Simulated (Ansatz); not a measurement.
System: BeH2, charge 0, singlet. BeH2 (SMILES [BeH2]).
B3LYP-D3(BJ)/def2-TZVP minimum from Ansatz (a program for electronic structure):
```xyz
3

Be     0.0000     0.0000     0.0000
H      0.0000     0.0000     1.3301
H      0.0000     0.0000    -1.3301
```
Charge 0, spin multiplicity 1.

Wanted: atomisation energy (electronic, to ground-state atoms), in kcal/mol. Radicals and triplets start from unrestricted determinants; spin-orbit coupling is neglected. Correlated methods leave the cores frozen. No relativity. CBS(X,Y): correlation extrapolated as X^-3, Hartree-Fock from the larger set. A bracket is a step between two methods taken in the basis named. Double hybrids freeze cores in their MP2 part. Full CI freezes restricted core orbitals, also for open shells; the composite that ends in it estimates full CI at the basis-set limit. Where a partner has so few electrons that a lower coupled-cluster level is exact, that level stands in. The restricted determinant of Be ([Be], singlet) is unstable towards broken spin symmetry in at least one set run.

CCSD(T)/CBS(def2-TZVPP,def2-QZVPP) + [FCI - CCSD(T)]/def2-QZVPP (Ansatz) gives 148.0 kcal/mol.

Q: What does PBE/def2-TZVPD (Ansatz) give here, and how do the other levels compare?

A: PBE gives 146.7 kcal/mol, 1.3 kcal/mol below it. Differences of the others: r2SCAN/def2-TZVPD (Ansatz) 3.6; B3LYP/def2-TZVPD (Ansatz) 6.0; wB97M-V/def2-TZVPD (Ansatz) 2.4; B2PLYP/def2-TZVPD (Ansatz) 1.6; CCSD(T)/CBS(def2-TZVPP,def2-QZVPP) (Ansatz) -0.1 kcal/mol.
